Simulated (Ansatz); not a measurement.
Gas-phase electronic energies from Ansatz, PBE0-D4/def2-TZVP geometries. CCSD(T)/CBS is the MP2 limit (def2-TZVPP, def2-QZVPP) plus CCSD(T) − MP2 in def2-TZVPP, frozen cores. Functionals use def2-TZVPP. For Se outer-core shells are correlated without core-valence functions, which leaves a few kJ/mol of doubt a bond. Scalar relativity is left out up to krypton. One conformer a species, not always the lowest.

`C[SiH2][Se]C` + `B[SiH2]B` → `B[SiH](B)[SiH2]C` + `C[SeH]`  (formal exchange of groups at the Si–Se bond)

`C[SiH2][Se]C`:

Z-matrix (Å, degrees):
```
C
Si 1 1.868
H 1 1.092 2 111.0
H 1 1.093 2 110.3 3 119.6
H 1 1.092 2 110.6 3 -120.2
Se 2 2.273 1 113.0 3 60.7
H 2 1.490 1 109.4 3 -61.0
H 2 1.486 1 111.1 3 178.2
C 6 1.958 2 97.0 1 -65.2
H 9 1.088 6 110.6 2 66.2
H 9 1.089 6 106.5 2 -175.0
H 9 1.088 6 110.2 2 -56.4
```

`B[SiH2]B`:

Cartesian coordinates in Å:
```
B 0.543 1.172 -0.959
Si -0.312 -0.592 -0.517
B -0.222 -0.566 1.489
H -0.110 2.171 -1.019
H 1.725 1.261 -1.105
H 0.457 -1.734 -1.088
H -1.720 -0.654 -1.001
H -1.095 -0.068 2.135
H 0.735 -0.990 2.066
```

`B[SiH](B)[SiH2]C`:

```xyz
15

B    -0.273   -2.232    0.225
Si   -1.024   -0.556    0.957
B    -2.192    0.513   -0.228
Si    0.951    0.749    0.683
C     1.472    0.873   -1.112
H     0.019   -3.161    0.918
H    -0.030   -2.298   -0.945
H    -1.349   -0.546    2.411
H    -3.058    1.223    0.191
H    -1.985    0.505   -1.406
H     2.033    0.130    1.500
H     0.693    2.102    1.250
H     0.692    1.344   -1.713
H     1.669   -0.116   -1.530
H     2.383    1.471   -1.201
```

`C[SeH]`:

Z-matrix (Å, degrees):
```
C
Se 1 1.949
H 1 1.088 2 110.6
H 1 1.087 2 110.6 3 -123.3
H 1 1.089 2 106.0 3 118.4
H 2 1.468 1 95.4 3 61.7
```

CCSD(T)/CBS gives +47.2 kJ/mol.

Q: Another level gave +45.9 kJ/mol. Which?
A. HF/def2-TZVPP
B. PBE0/def2-TZVPP
C. ωB97M-V/def2-TZVPP
D. PBE-D4/def2-TZVPP

A: C. ωB97M-V 45.9, PBE-D4 28.1, PBE0 36.7, HF/def2-TZVPP 68.0 kJ/mol.

Largest T1 diagnostic among the species: 0.015.

From PBE to PBE0 (25 % exact exchange), in def2-TZVPP and without D4, ΔE moves by +6.6 kJ/mol. In def2-TZVPP, CCSD(T) changes the Hartree–Fock value by −25.0 kJ/mol (the triples alone add −4.0 kJ/mol) and MP2 by −19.1 kJ/mol.
